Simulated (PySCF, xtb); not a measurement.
Se(Me)(Et) (C3H8Se), SMILES CC[Se]C.

xtb with GFN2-xTB at its own geometry gives an orbital gap of 4.14 eV and a dipole moment of 2.68 D.

Coordinates come from a B3LYP-D3(BJ)/def2-SVP optimisation. Other conformers were not sampled.

What does B3LYP/def2-TZVP run with PySCF give? (An estimate is asked for; the answer gives what the named calculation found.)

gap 5.95 eV (levels -5.80 and 0.15 eV), dipole 1.55 D.
